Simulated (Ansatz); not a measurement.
`[CH3][SnH2][GeH3]` + `BS` → `B[S][GeH3]` + `[CH3][SnH3]` at 700 K and 1 bar (cleavage of the Ge–Sn bond).

Calculated with Ansatz (gas phase, PBE0-D4/def2-TZVP geometries, no zero-point term in ΔE). CCSD(T)/CBS adds triple-zeta CCSD(T) − MP2 to the extrapolated MP2 energy (def2 sets, frozen cores). This one scheme is used for every species. Elements past krypton have def2 core potentials. For Ge, Sn outer-core shells are correlated without core-valence functions, which leaves a few kJ/mol of doubt a bond. Scalar relativity is left out up to krypton.

```
            species  CCSD(T)/CBS energy (Eh)  H − E (kJ/mol)  S (J/(mol·K))
`[CH3][SnH2][GeH3]`              -2332.99556           274.5          499.6
               `BS`               -424.38198           115.9          297.3
       `B[S][GeH3]`              -2501.70931           184.0          418.2
      `[CH3][SnH3]`               -255.66383           202.9          368.5
```

H − E and S are ideal-gas, rigid-rotor, harmonic terms from PBE0-D4/def2-TZVP. 1 Eh = 2625.50 kJ/mol, R = 8.31446 J/(mol·K).

**Question.** By hand: ΔE, ΔH, ΔS and ΔG.

**Answer.** ΔE = (-2501.70931) + (-255.66383) − (-2332.99556) − (-424.38198) = 0.00440 Eh = 11.6 kJ/mol. Δ(H − E) = 184.0 + 202.9 − 274.5 − 115.9 = -3.5, so ΔH = 8.1 kJ/mol. ΔS = 418.2 + 368.5 − 499.6 − 297.3 = -10.2 J/(mol·K). ΔG = 8.1 − 700 × (-10.2)/1000 = 15.2 kJ/mol.

**Question.** By hand: the equilibrium constant, and the temperature at which ΔG would vanish if ΔH and ΔS stayed fixed.

**Answer.** log₁₀ K = −ΔG/(RT ln 10) = -1.1. ΔH and −TΔS have one sign here, so there is no such temperature.

TΔS isn't small against ΔH here. A doubt of 5 kJ/mol in ΔE shifts log₁₀ K by 0.4 here. Modes under 60 cm⁻¹, often nearly free rotors, make the harmonic entropy too high. These are equilibria of isolated gas molecules and say nothing of rates. Largest T1 diagnostic: 0.015 (customary marks: 0.02 for closed shells, 0.045 for open ones).
